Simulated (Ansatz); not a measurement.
C$_{4}$H$_{12}$OSSi (SMILES CO[Si](C)(C)SC), singlet, geometry from GFN2-xTB, with bond 14-5 at 2.4 times its length; CASSCF(2,4)/STO-3G (Ansatz, a quantum-chemistry and plane-wave program).

Here is a job for Ansatz.
Ansatz 0.2 input:
```yaml
crystal:
  periodic: [false, false, false]
  atoms:
    - {symbol: C, position_ang: [-1.76202023, -1.37662443, 1.49049188]}
    - {symbol: O, position_ang: [-0.63526154, -0.65424882, 1.08129558]}
    - {symbol: Si, position_ang: [-0.42047385, 0.17725489, -0.30778419]}
    - {symbol: C, position_ang: [-1.59719188, 1.65580598, -0.48789796]}
    - {symbol: C, position_ang: [-0.54477553, -0.97708018, -1.82360456]}
    - {symbol: S, position_ang: [1.57566785, 0.94661800, -0.06883066]}
    - {symbol: C, position_ang: [2.44974168, -0.54535372, 0.50225175]}
    - {symbol: H, position_ang: [-1.54902342, -1.79570328, 2.47393836]}
    - {symbol: H, position_ang: [-1.97736890, -2.18617185, 0.79000630]}
    - {symbol: H, position_ang: [-2.63539962, -0.72508766, 1.55610268]}
    - {symbol: H, position_ang: [-2.61425719, 1.32681077, -0.68058919]}
    - {symbol: H, position_ang: [-1.29677024, 2.29888361, -1.30768393]}
    - {symbol: H, position_ang: [-1.60603612, 2.26016320, 0.41456130]}
    - {symbol: H, position_ang: [0.91806153, -3.11596524, -1.50828963]}
    - {symbol: H, position_ang: [-0.20867395, -0.48199334, -2.72918569]}
    - {symbol: H, position_ang: [-1.56828281, -1.30264067, -1.98975576]}
    - {symbol: H, position_ang: [3.43978406, -0.22902652, 0.81189484]}
    - {symbol: H, position_ang: [1.91014350, -0.97380941, 1.33900152]}
    - {symbol: H, position_ang: [2.52466099, -1.25709421, -0.31360920]}
basis:
  gaussian:
    orbitals: STO-3G
hamiltonian:
  xc: hf
magnetization: {spin_polarized: false}
correlation: {active_space: {window: {electrons: 2, orbitals: 4}}}
```

It wrote (shortened):

```
Functional definition: HF
719 factors; integrals over basis functions are off by at most 3.3e-5 eV
mean field evaluation 1: about -24727.5842 eV, gradient 3.4e1 eV
mean field evaluation 2: about -24727.8467 eV, gradient 3.4e1 eV
mean field evaluation 4: about -24733.8455 eV, gradient 6.9e0 eV
mean field evaluation 8: about -24734.0678 eV, gradient 1.3e-1 eV
mean field -24734.06813580 eV, -908.9602386370 hartree, gradient 1.4e-6 eV, S^2 0.000000; 0 other end points of the search recorded, 0 dependent functions left out
reference -24734.06813580 eV, -908.9602386370 hartree; 37, 37 occupied and 18, 18 virtual orbitals, 719 factors
state -24738.97877951 eV, -909.1407014649 hartree
Total energy: -24738.97877951 eV, -909.1407014649 hartree
```
